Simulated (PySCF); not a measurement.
SMILES CCOC(=O)OC, GFN2-xTB optimised geometry.

```
15

C     -2.66     0.99     0.00
C     -1.19     1.36     0.00
O     -0.43     0.15     0.00
C      0.89     0.30     0.00
O      1.48     1.35     0.00
O      1.46    -0.90     0.00
C      2.88    -0.90     0.00
H     -2.90     0.41     0.88
H     -3.27     1.90     0.00
H     -2.90     0.41    -0.88
H     -0.93     1.95    -0.89
H     -0.93     1.95     0.89
H      3.18    -1.95     0.00
H      3.27    -0.40    -0.89
H      3.27    -0.40     0.89
```

Density from PBE0/def2-TZVP in PySCF at that geometry.

Minimum of the electron density along straight lines between bonded atoms, close to the bond critical point (lines longer than 1.1 times the sum of covalent radii, or with two minima, are not listed):

```
bond    length / Å  ρ at the minimum / e bohr⁻³  ∇²ρ there / e bohr⁻⁵  position (fraction from the first atom)
------  ----------  ---------------------------  --------------------  ---------------------------------------
C1–C2        1.517                        0.254                 -0.66                                     0.49
C2–O3        1.432                        0.243                 -0.43                                     0.35
O3–C4        1.329                        0.327                 -0.78                                     0.66
C4–O5        1.199                        0.440                 -0.21                                     0.34
C4–O6        1.335                        0.323                 -0.79                                     0.35
O6–C7        1.422                        0.248                 -0.42                                     0.66
C1–H8        1.086                        0.281                 -0.97                                     0.64
C1–H9        1.086                        0.280                 -0.96                                     0.64
C1–H10       1.086                        0.281                 -0.97                                     0.64
C2–H11       1.096                        0.285                 -1.01                                     0.65
C2–H12       1.096                        0.285                 -1.01                                     0.65
C7–H13       1.087                        0.289                 -1.04                                     0.65
C7–H14       1.092                        0.285                 -1.01                                     0.65
C7–H15       1.092                        0.285                 -1.01                                     0.65
```
